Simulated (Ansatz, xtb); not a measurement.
Diatomic S2-, multiplicity 2 (lowest of 2S+1 = 2, 4 at CCSD(T)/def2-TZVPP on PBE0 minima; our sources give no spin for the ground state, which may be another).

Constants: fifth-degree fit in 1/R to seven points, most abundant isotopes. Runs in def2 and cc sets follow the lowest solution found near the PBE0 minimum.

Correlated levels freeze the cores. CBS: X⁻³ extrapolation of the correlation energy, Hartree–Fock from the larger set.

Run with Ansatz (a program for electronic structure) with Gaussian orbitals; xtb for the GFN methods. Values without a source in brackets are computed. The GFN methods have no spin term and hold the electronic entropy of 300 K.

Q: What bond length and harmonic frequency does GFN2-xTB give?

A: r_e = 1.979 Å, ω_e = 609 cm⁻¹.

Q: What bond length and harmonic frequency does B97M-V/def2-TZVPP give?

A: r_e = 2.005 Å, ω_e = 591 cm⁻¹.

Q: What bond length and harmonic frequency does CCSD(T)/CBS(aug-cc-pV(T+d)Z, aug-cc-pV(Q+d)Z) give?

A: r_e = 2.004 Å, ω_e = 590 cm⁻¹.
